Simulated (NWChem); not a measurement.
System: SiH₃OBr; SMILES O[SiH2]Br

Excerpt of the output:

```
             Northwest Computational Chemistry Package (NWChem) 7.3.0
             --------------------------------------------------------

                             Geometry "geometry" -> ""
                             -------------------------

 Output coordinates in angstroms (scale by  1.889725989 to convert to a.u.)

  No.       Tag          Charge          X              Y              Z
 ---- ---------------- ---------- -------------- -------------- --------------
    1 Si                  14.0000    -0.51150100    -1.06780700    -0.01760200
    2 O                    8.0000     0.81787900    -2.04517300    -0.10504500
    3 Br                  35.0000     0.05830400     1.08985900    -0.03400800
    4 H                    1.0000    -1.31638700    -1.34863400    -1.22868200
    5 H                    1.0000    -1.28233100    -1.27405300     1.24016500
    6 H                    1.0000     1.46373400    -1.98882700     0.60596300

 Effective nuclear repulsion energy (a.u.)     237.1176977439

  pbe96 is a nonlocal functional; adding pw91lda local functional.

                                 NWChem DFT Module
                                 -----------------

 Summary of "ao basis" -> "ao basis" (spherical)
 ------------------------------------------------------------------------------
       Tag                 Description            Shells   Functions and Types
 ---------------- ------------------------------  ------  ---------------------
 Si                          6-31g*                  8       18   4s3p1d
 O                           6-31g*                  6       14   3s2p1d
 Br                          6-31g*                 12       32   5s4p3d
 H                           6-31g*                  2        2   2s

 in cosmo_initialize ...
 calling solv_data for solv:acetntrl

 solvent parameters
 solvname_short: acetntrl
 solvname_long:  acetonitrile
 dielec:       35.6880
 dielecinf:     1.8069
 nonaqueous SMD model solvent descriptors
 dielec:       35.6880
 sola:          0.0700
 solb:          0.3200
 solc:          0.0000
 solg:         41.2500
 solh:          0.0000
 soln:          1.3442

          ---------------
          -cosmo- solvent
          ---------------
 Cosmo: York-Karplus, doi: 10.1021/jp992097l
 dielectric constant -eps-     =  35.69
 screen = (eps-1)/(eps    )    =   0.97198
 surface charge correction     = lagrangian

   van der Waals surface
 --------------------------

[...]

                                COSMO-SMD solvation results
                                ---------------------------

             internal energy in gas <Psi(g)|H|Psi(g)> =     -2939.799371384043
         internal energy in solvent <Psi(s)|H|Psi(s)> =     -2939.798850493769
                               delta internal energy  =         0.000520890274 (    0.33 kcal/mol)
   total free energy in solvent <Psi(s)|H+V/2|Psi(s)> =     -2939.804987319628
 polarization energy contribution <Psi(s)|V/2|Psi(s)> =        -0.006136825858 (   -3.85 kcal/mol)
    total free energy in solvent including G(SMD-CDS) =     -2939.807585244630
                       G(SMD-CDS) energy contribution =        -0.002597925002 (   -1.63 kcal/mol)
     1 M fixed-concentration free energy of solvation =        -0.008213860586 (   -5.15 kcal/mol)

                       DFT Final Molecular Orbital Analysis
                       ------------------------------------

 Vector   28  Occ=2.000000D+00  E=-2.770305D-01
              MO Center=  3.4D-01, -9.5D-01,  5.9D-02, r^2= 3.4D+00
   Bfn.  Coefficient  Atom+Function         Bfn.  Coefficient  Atom+Function
  ----- ------------  ---------------      ----- ------------  ---------------
    23      0.314083  2 O  pz                43     -0.303946  3 Br px
    21     -0.281401  2 O  px                22     -0.238468  2 O  py
    27      0.237511  2 O  pz                45     -0.235708  3 Br pz
    25     -0.208759  2 O  px                44     -0.198159  3 Br py
    68     -0.196740  5 H  s                 26     -0.185476  2 O  py

 Vector   29  Occ=2.000000D+00  E=-2.626207D-01
              MO Center=  1.5D-01,  4.5D-01, -4.1D-02, r^2= 3.0D+00
   Bfn.  Coefficient  Atom+Function         Bfn.  Coefficient  Atom+Function
  ----- ------------  ---------------      ----- ------------  ---------------
    43      0.645343  3 Br px                39     -0.290897  3 Br px
    47      0.279212  3 Br px                22     -0.274527  2 O  py
    44     -0.273490  3 Br py                26     -0.201369  2 O  py
    48     -0.135049  3 Br py                40      0.122000  3 Br py
    12     -0.092032  1 Si py                35      0.087346  3 Br px

 Vector   30  Occ=2.000000D+00  E=-2.555615D-01
              MO Center= -1.8D-01,  4.5D-01,  1.1D-02, r^2= 3.1D+00
   Bfn.  Coefficient  Atom+Function         Bfn.  Coefficient  Atom+Function
  ----- ------------  ---------------      ----- ------------  ---------------
    45      0.680355  3 Br pz                49      0.310618  3 Br pz
    41     -0.306398  3 Br pz                68     -0.222125  5 H  s
    66      0.188759  4 H  s                 67     -0.146050  5 H  s
     9     -0.131122  1 Si pz                65      0.118496  4 H  s
    23      0.104957  2 O  pz                37      0.091982  3 Br pz

 Vector   31  Occ=0.000000D+00  E=-1.245135D-02
              MO Center= -3.6D-01, -3.9D-01, -1.0D-02, r^2= 4.5D+00
   Bfn.  Coefficient  Atom+Function         Bfn.  Coefficient  Atom+Function
  ----- ------------  ---------------      ----- ------------  ---------------
    12      0.880884  1 Si py                10      0.842257  1 Si s
    48      0.751877  3 Br py                46     -0.697038  3 Br s
     8      0.508629  1 Si py                 6      0.383981  1 Si s
    44      0.359334  3 Br py                11      0.309601  1 Si px
    42      0.305441  3 Br s                 26     -0.220798  2 O  py

[...]
```

Level: PBE/6-31G* (spherical d), SMD on the gas-phase geometry. All runs use the structure optimised with PBE0/def2-SVP. Solvent: acetonitrile.

Question: Write an input that gives this output.

Answer: This is not unique; one that fits is the input that was run:
```
start job
memory heap 200 mb stack 900 mb global 1100 mb
geometry units angstroms noautosym nocenter noautoz
  Si    -0.511501    -1.067807    -0.017602
  O      0.817879    -2.045173    -0.105045
  Br     0.058304     1.089859    -0.034008
  H     -1.316387    -1.348634    -1.228682
  H     -1.282331    -1.274053     1.240165
  H      1.463734    -1.988827     0.605963
end
basis spherical
  Si library 6-31g*
  O library 6-31g*
  Br library 6-31g*
  H library 6-31g*
end
dft
  xc xpbe96 cpbe96
  iterations 150
end
cosmo
  do_cosmo_smd true
  solvent acetntrl
end
task dft energy
```
